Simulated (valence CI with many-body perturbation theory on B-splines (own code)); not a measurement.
Results of a calculation; reference values are marked as such.
## Os⁵⁴⁺: what each term of the Hamiltonian does

Level of theory: relativistic CI+MBPT: four valence electrons over a frozen Dirac-Fock core [Ar], a basis of 9 s, 9 p, 10 d, 8 f, 5 g, 3 h, 1 i functions for each j, with the one-electron correlation potential Σ1, the two-electron term Σ2, the three-electron term Σ3, Breit, model QED; selected CI, second order for the rest (own B-spline code, finite nucleus).

No measured spectrum was set against this ion. As an estimate, large intervals hold to a few tenths of a per cent, small ones and those within an open d or f shell to about a per cent. The list stops below the first excitations out of the core. Only levels of the ground parity were solved; by the run's estimate the other parity begins above the list, which can be wrong where configurations are misplaced.

Each rung adds one term. CI alone is the Dirac-Coulomb CI over the frozen core; QED comes last and gives the full result, which names the levels. Energies are above (3d3/2^4) J=0 on the same rung, in cm⁻¹.

Levels are named by their leading jj configuration (3d3/2^4 stands for four electrons in 3d with j = 3/2), which in mixed levels can hold well under half, so a name can repeat and another be missing. Letters in brackets count levels of one name in rising energy.

```
                    Level  CI alone     + Σ1     + Σ2     + Σ3  + Breit     Full
      (3d3/2^3 3d5/2) J=1    599864   602160   606807   608077   592230   594010
      (3d3/2^3 3d5/2) J=4    713785   716132   721055   720886   690453   692238
      (3d3/2^3 3d5/2) J=2    736234   738656   740460   741883   719424   721264
      (3d3/2^3 3d5/2) J=3    765415   767829   769883   770439   747043   748865
(3d3/2^2 3d5/2^2) J=0 [a]   1274470  1279080  1285710  1285680  1256570  1260120
(3d3/2^2 3d5/2^2) J=2 [a]   1278450  1283010  1289640  1291680  1259300  1262810
(3d3/2^2 3d5/2^2) J=4 [a]   1308400  1313050  1322130  1323200  1279530  1283100
(3d3/2^2 3d5/2^2) J=3 [a]   1322110  1326760  1333660  1334820  1297020  1300580
    (3d3/2^2 3d5/2^2) J=5   1361830  1366480  1375860  1376580  1325810  1329370
    (3d3/2^2 3d5/2^2) J=6   1393330  1398000  1408870  1409170  1348780  1352340
    (3d3/2^2 3d5/2^2) J=1   1397570  1402280  1405390  1406870  1372010  1375600
(3d3/2^2 3d5/2^2) J=3 [b]   1428140  1432790  1436170  1436950  1395420  1398960
(3d3/2^2 3d5/2^2) J=4 [b]   1438040  1442750  1448280  1447940  1399240  1402820
(3d3/2^2 3d5/2^2) J=2 [b]   1449010  1453720  1455640  1457360  1416260  1419830
(3d3/2^2 3d5/2^2) J=2 [c]   1549600  1554350  1555300  1556370  1522330  1525910
(3d3/2^2 3d5/2^2) J=4 [c]   1600960  1605750  1607010  1608510  1567040  1570640
(3d3/2^2 3d5/2^2) J=2 [d]   1706310  1711200  1707770  1708990  1674950  1678580
(3d3/2^2 3d5/2^2) J=0 [b]   1839360  1844440  1838650  1840470  1812340  1816090
      (3d3/2 3d5/2^3) J=4   1983310  1990240  2001240  2001790  1945800  1951120
```

(1) How does the ionisation energy move along the ladder, and which term matters most?

Answers

(1) CI alone 5274.8, + Σ1 5277.4, + Σ2 5286.4, + Σ3 5286.5, + Breit 5281.1, + QED 5281.4 eV. The largest step is Σ2, 8.9 eV. NIST lists 5280 ± 5 eV (theoretical).
